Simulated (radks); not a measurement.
Q: Charge is removed step by step from the 5p up level of the tellurium ion Te+, starting from [Kr] 4d10 5s2 5p(up 3, down 0). Code: a radial shooting solver on a logarithmic mesh with Libxc functionals. Model: non-relativistic Kohn-Sham, LDA (Slater exchange, Perdew-Wang correlation), spin-polarised, spherical densities, point nucleus; relativity is left out, which matters for an element this heavy. At the starting occupation the eigenvalue is -14.589 eV. Estimate the energy to remove one whole electron from this level, the eigenvalue at the end, and how far E(n) bends from a straight line.

A: Delta-SCF 18.795 eV; final eigenvalue -23.112 eV; the deviation from the straight line is -1.066 eV at 0.5 electron removed, the largest on the grid computed. Slater's transition state (half an electron removed) gives 18.767 eV. Integrating minus the eigenvalue over the occupation (Janak's theorem) gives 18.795 eV. The mean slope of the eigenvalue, de/dn, is 8.52 eV per electron. Ionisation energy of Te+ in the NIST Atomic Spectra Database: 18.6 eV (measured).
